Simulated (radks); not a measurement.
The numbers below are computed, except where a source is named.
These are the eigenvalues of the occupied orbitals of an atom or ion with whole-number occupations (hartree). Code: a radial shooting solver on a logarithmic mesh with Libxc functionals. Model: Dirac Kohn-Sham, Wu-Cohen GGA, spin-unpolarised, spherical densities, finite nucleus; Fermi nuclear charge, rms radius of each element as measured or else 0.836 A^(1/3) + 0.57 fm.

1s1/2: -1162.969
2s1/2: -179.6855
2p1/2: -168.4967
2p3/2: -158.4075
3s1/2: -37.07443
3p1/2: -32.46796
3p3/2: -30.58778
3d3/2: -22.44656
3d5/2: -22.05335
4s1/2: -7.66488
4p1/2: -6.07899
4p3/2: -5.71951
4d3/2: -3.18025
4d5/2: -3.12514
5s1/2: -1.98589
5p1/2: -1.58394

Which element is it, and in what charge state? The configuration may be excited. Open shells, if any, fill j = l - 1/2 first.

Answer. Z = 52, tellurium, charge +4: Te4+ in [Kr] 4d10 5s1 5p1. The list shows which subshells hold electrons but not how many an open one holds; the 1s level, -1163 hartree, gives Z - s = 48.2 by -(Z - s)^2/2, which with screening and relativity narrows Z to a few neighbours, and the depths of the outer levels then fix element, charge and occupations together.
